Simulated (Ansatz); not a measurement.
Pulling on the Sn1–H4 bond in CH6OSn (SMILES C[O][SnH3]) (multiplicity 1 held, fragments rigid). Energies count from the point at 1.714 Å.
Geometry at that point (charge 0, multiplicity 1):
```xyz
9

Sn     0.564    -0.142     0.071
O     -1.109     0.874    -0.240
C     -2.350     0.198    -0.230
H      0.679    -1.333    -1.157
H      1.777     1.049    -0.026
H      0.445    -0.868     1.620
H     -2.559    -0.280     0.736
H     -2.412    -0.573    -1.011
H     -3.138     0.931    -0.419
```

Restricted levels (R-, RO-) in cc, def2 and unpolarised 6-31G sets keep to the state of the molecule at rest. Unrestricted levels (U-) break spin symmetry where that is lower. Curves can end on different states.

The values were computed with Ansatz (an electronic-structure program) with Gaussian orbitals.  In def2 rows elements past Kr take small-core potentials, without spin–orbit coupling.

Energies in kcal/mol.

| R (Å) | R-HF/def2-TZVPP | U-PBE/def2-TZVPP | R-B3LYP/def2-TZVPP | R-wB97X-V/def2-TZVPP |
|---|---|---|---|---|
| 1.371 | 31.4 | 30.8 | 30.2 | 29.5 |
| 1.543 | 5.8 | 6.2 | 5.8 | 5.3 |
| 1.714 | 0.0 | 0.0 | 0.0 | 0.0 |
| 1.886 | 4.5 | 3.0 | 3.6 | 4.3 |
| 2.057 | 14.0 | 10.4 | 11.7 | 13.4 |
| 2.314 | 32.1 | 24.4 | 26.8 | 30.4 |
| 2.571 | 50.8 | 38.6 | 42.1 | 47.8 |
| 3.000 | 78.9 | 58.5 | 63.8 | 73.8 |
| 3.428 | 101.9 | 68.2 | 80.1 | 94.7 |
| 3.943 | 123.0 | 71.8 | 93.4 | 113.7 |
| 4.628 | 142.7 | 72.7 | 104.0 | 131.4 |
| 5.485 | 158.1 | 72.9 | 110.6 | 145.0 |

Doubts at one or more of the structures used: a restricted determinant that unrestricted orbitals would lower (R-HF/def2-TZVPP, R-B3LYP/def2-TZVPP, R-wB97X-V/def2-TZVPP); a spin-contaminated determinant (U-PBE/def2-TZVPP).
